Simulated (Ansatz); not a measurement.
System: SeI2, net charge 1, doublet state. 
Geometry from a B3LYP-D3(BJ)/def2-TZVP (Ansatz, an electronic-structure program) optimisation:
```xyz
3

Se     0.0120    -0.0036     1.0986
I      0.9552    -1.7520    -0.3687
I     -0.9629     1.7543    -0.3361
```
Charge +1, spin multiplicity 2.

Basis-set convergence of Hartree-Fock and MP2 correlation energies (hartree) with Ansatz. Cores are frozen in the correlated levels unless marked. UHF or UKS for open shells. Spin-orbit coupling is left out. Frozen are the shells of the preceding noble gas and the d and f shells that filled before the atom's block. In def2 rows, elements after Kr have scalar-relativistic effective core potentials.

```tsv
basis	functions	E(HF)	E(corr, MP2)
def2-SVPD	111	-2992.57245	-0.31041
def2-TZVPPD	175	?	?
```

Q: Fill in the missing entries.

A: 
- def2-TZVPPD, E(HF): -2992.89750
- def2-TZVPPD, E(corr, MP2): -0.40495
